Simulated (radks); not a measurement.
Initial-state core-level shifts of the phosphorus ion P3+ when its valence configuration changes from [Ne] 3s2. Calculated with a radial shooting solver on a logarithmic mesh with Libxc functionals: Dirac Kohn-Sham, PBE, spin-unpolarised, spherical densities, finite nucleus; open shells are shared between the two j in proportion to 2j + 1; Fermi nuclear charge, rms radius 3.1889 fm. Shifts are changes of the shell-averaged eigenvalues in eV (positive: less bound); the change of the density at the nucleus, which sets a Mossbauer isomer shift, is in e/bohr^3, on a base of 2394.

\begin{tabular}{lrrrr}
valence & 1s & 2s & 2p & density at nucleus \\ \hline
3s1 3p1 & -1.214 & -1.227 & -1.206 & -9.4764 \\
3p2 & -2.395 & -2.426 & -2.383 & -19.1137 \\
3s1.5 3p0.5 & -0.611 & -0.618 & -0.607 & -4.7167 \\
3s0.5 3p1.5 & -1.808 & -1.830 & -1.798 & -14.2764 \\
\end{tabular}
